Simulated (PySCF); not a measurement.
Isomers of C7H10ClNSi.

All values: PBE0/pcSseg-1 (PySCF) at GFN2-xTB geometries, gas phase, one conformer each.

Question: Rank by LUMO energy, highest first.
A. `[Cl:1][CH2:2][CH2:3][SiH2:4][c:5]1[cH:6][cH:7][cH:8][cH:9][n:10]1` with Cl1–C2–C3–Si4 -176°, C2–C3–Si4–C5 61°, C3–Si4–C5–C6 126°
B. `[CH2:1]=[CH:2][CH2:3][Si@H:4]([Cl:5])/[N:6]=[CH:7]\[C:8]#[C:9][CH3:10]` with C1–C2–C3–Si4 107°, C2–C3–Si4–Cl5 -174°, C3–Si4–N6–C7 -109°
C. `[CH3:1][c:2]1[cH:3][cH:4][c:5]([SiH2:6][CH2:7][Cl:8])[n:9][cH:10]1` with C4–C5–Si6–C7 180°, C5–Si6–C7–Cl8 180°
D. `[N:1]#[C:2][CH2:3][C@@H:4]1[CH:5]=[CH:6][CH2:7][CH2:8][Si@H:9]1[Cl:10]` with C2–C3–C4–C5 59°, C3–C4–C5–C6 -133°, C5–C6–C7–C8 -27°, C6–C7–C8–Si9 53°, C7–C8–Si9–Cl10 -169°

Answer: D (-0.05 eV), C (-1.02 eV), A (-1.27 eV), B (-1.84 eV).

Question: Rank by the highest Hirshfeld charge on any atom, highest value first.
A. `[CH2:1]=[CH:2][CH2:3][Si@H:4]([Cl:5])/[N:6]=[CH:7]\[C:8]#[C:9][CH3:10]` with C1–C2–C3–Si4 107°, C2–C3–Si4–Cl5 -174°, C3–Si4–N6–C7 -109°
B. `[CH3:1][c:2]1[cH:3][cH:4][c:5]([SiH2:6][CH2:7][Cl:8])[n:9][cH:10]1` with C4–C5–Si6–C7 180°, C5–Si6–C7–Cl8 180°
C. `[Cl:1][CH2:2][CH2:3][SiH2:4][c:5]1[cH:6][cH:7][cH:8][cH:9][n:10]1` with Cl1–C2–C3–Si4 -176°, C2–C3–Si4–C5 61°, C3–Si4–C5–C6 126°
D. `[N:1]#[C:2][CH2:3][C@@H:4]1[CH:5]=[CH:6][CH2:7][CH2:8][Si@H:9]1[Cl:10]` with C2–C3–C4–C5 59°, C3–C4–C5–C6 -133°, C5–C6–C7–C8 -27°, C6–C7–C8–Si9 53°, C7–C8–Si9–Cl10 -169°
E. `[CH2:1]=[N:2][Si@@:3]([Cl:4])([C:5]#[C:6][CH3:7])[C:8](=[CH2:9])[CH3:10]` with C1–N2–Si3–Cl4 -122°, N2–Si3–C8–C9 -2°

Answer: E (+0.403 e), A (+0.378 e), D (+0.366 e), C (+0.341 e), B (+0.324 e).

Question: Rank by HOMO–LUMO gap, highest first.
A. `[Cl:1][CH2:2][CH2:3][SiH2:4][c:5]1[cH:6][cH:7][cH:8][cH:9][n:10]1` with Cl1–C2–C3–Si4 -176°, C2–C3–Si4–C5 61°, C3–Si4–C5–C6 126°
B. `[CH3:1][c:2]1[cH:3][cH:4][c:5]([SiH2:6][CH2:7][Cl:8])[n:9][cH:10]1` with C4–C5–Si6–C7 180°, C5–Si6–C7–Cl8 180°
C. `[CH2:1]=[CH:2][CH2:3][Si@H:4]([Cl:5])/[N:6]=[CH:7]\[C:8]#[C:9][CH3:10]` with C1–C2–C3–Si4 107°, C2–C3–Si4–Cl5 -174°, C3–Si4–N6–C7 -109°
D. `[N:1]#[C:2][CH2:3][C@@H:4]1[CH:5]=[CH:6][CH2:7][CH2:8][Si@H:9]1[Cl:10]` with C2–C3–C4–C5 59°, C3–C4–C5–C6 -133°, C5–C6–C7–C8 -27°, C6–C7–C8–Si9 53°, C7–C8–Si9–Cl10 -169°

Answer: D (7.49 eV), B (6.27 eV), A (6.13 eV), C (5.32 eV).

All values together:

```json
{"SMILES": "C=N[Si@@](Cl)(C#CC)C(=C)C", "μ (D)": "3.80", "HOMO (eV)": "-7.09", "LUMO (eV)": "-1.07", "lowest IAO charge (e)": "-0.521 (N)", "highest IAO charge (e)": "+1.159 (Si)", "lowest Hirshfeld charge (e)": "-0.225 (N)", "highest Hirshfeld charge (e)": "+0.403 (Si)"}
{"SMILES": "ClCC[SiH2]c1ccccn1", "μ (D)": "4.23", "HOMO (eV)": "-7.39", "LUMO (eV)": "-1.27", "lowest IAO charge (e)": "-0.532 (C)", "highest IAO charge (e)": "+0.757 (Si)", "lowest Hirshfeld charge (e)": "-0.161 (C)", "highest Hirshfeld charge (e)": "+0.341 (Si)"}
{"SMILES": "C=CC[Si@H](Cl)/N=C\\C#CC", "μ (D)": "4.43", "HOMO (eV)": "-7.16", "LUMO (eV)": "-1.84", "lowest IAO charge (e)": "-0.554 (C)", "highest IAO charge (e)": "+1.053 (Si)", "lowest Hirshfeld charge (e)": "-0.237 (N)", "highest Hirshfeld charge (e)": "+0.378 (Si)"}
{"SMILES": "N#CC[C@@H]1C=CCC[Si@H]1Cl", "μ (D)": "3.18", "HOMO (eV)": "-7.54", "LUMO (eV)": "-0.05", "lowest IAO charge (e)": "-0.549 (C)", "highest IAO charge (e)": "+0.925 (Si)", "lowest Hirshfeld charge (e)": "-0.229 (N)", "highest Hirshfeld charge (e)": "+0.366 (Si)"}
{"SMILES": "Cc1ccc([SiH2]CCl)nc1", "μ (D)": "4.83", "HOMO (eV)": "-7.29", "LUMO (eV)": "-1.02", "lowest IAO charge (e)": "-0.519 (C)", "highest IAO charge (e)": "+0.774 (Si)", "lowest Hirshfeld charge (e)": "-0.149 (N)", "highest Hirshfeld charge (e)": "+0.324 (Si)"}
```

Conformers: `[CH2:1]=[N:2][Si@@:3]([Cl:4])([C:5]#[C:6][CH3:7])[C:8](=[CH2:9])[CH3:10]` with C1–N2–Si3–Cl4 -122°, N2–Si3–C8–C9 -2°; `[Cl:1][CH2:2][CH2:3][SiH2:4][c:5]1[cH:6][cH:7][cH:8][cH:9][n:10]1` with Cl1–C2–C3–Si4 -176°, C2–C3–Si4–C5 61°, C3–Si4–C5–C6 126°; `[CH2:1]=[CH:2][CH2:3][Si@H:4]([Cl:5])/[N:6]=[CH:7]\[C:8]#[C:9][CH3:10]` with C1–C2–C3–Si4 107°, C2–C3–Si4–Cl5 -174°, C3–Si4–N6–C7 -109°; `[N:1]#[C:2][CH2:3][C@@H:4]1[CH:5]=[CH:6][CH2:7][CH2:8][Si@H:9]1[Cl:10]` with C2–C3–C4–C5 59°, C3–C4–C5–C6 -133°, C5–C6–C7–C8 -27°, C6–C7–C8–Si9 53°, C7–C8–Si9–Cl10 -169°; `[CH3:1][c:2]1[cH:3][cH:4][c:5]([SiH2:6][CH2:7][Cl:8])[n:9][cH:10]1` with C4–C5–Si6–C7 180°, C5–Si6–C7–Cl8 180°.
